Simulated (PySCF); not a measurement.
Predicted microwave data (PySCF, PBE0-D3(BJ)/def2-SVP geometry optimisation, gas phase) for one isomer of C4H8Ge:

- Rotational constants: A = 4527, B = 2328, C = 1567 MHz
- Dipole components: |μa| = 0.48 D, |μb| = 0.27 D, |μc| = 0.00 D
- Inertial defect: -6.28 u·Å²
- κ: -0.49

Question: Which structure is it? (One computed conformer of each.)
A. Ge(vinyl)2H2, `C=[CH][GeH2][CH]=C`
B. `[CH2:1]=[CH:2][C:3](=[CH2:4])[GeH3:5]` with C1–C2–C3–C4 -179°
C. `C1[CH2][GeH2][CH2]C=1`

Answer: B. It is C=C[C](=C)[GeH3], an asymmetric top, point group Cs. The candidates at the same level (rigid rotor, commonest isotopes):

```json
{"SMILES": "[H][Ge]([H])([CH]=C)[CH]=C", "A (MHz)": "8563", "B (MHz)": "1739", "C (MHz)": "1575", "μa (D)": "0.01", "μb (D)": "0.59", "μc (D)": "0.01", "Δ (u·Å²)": "-28.81", "point group": "near C2", "rotor": "near-prolate asymmetric top"}
{"SMILES": "C1=C[CH2][GeH2][CH2]1", "A (MHz)": "5780", "B (MHz)": "3068", "C (MHz)": "2110", "μa (D)": "0.27", "μb (D)": "0.00", "μc (D)": "0.02", "Δ (u·Å²)": "-12.64", "point group": "–", "rotor": "asymmetric top"}
{"SMILES": "C=C[C](=C)[GeH3]", "A (MHz)": "4527", "B (MHz)": "2328", "C (MHz)": "1567", "μa (D)": "0.48", "μb (D)": "0.27", "μc (D)": "0.00", "Δ (u·Å²)": "-6.28", "point group": "Cs", "rotor": "asymmetric top"}
```

`C1=C[CH2][GeH2][CH2]1` has C 35 % too high; `[H][Ge]([H])([CH]=C)[CH]=C` has A 89 % too high. In the right answer the mirror of this Cs structure is the ab plane, so μc vanishes by symmetry. No structure here is proved a minimum.
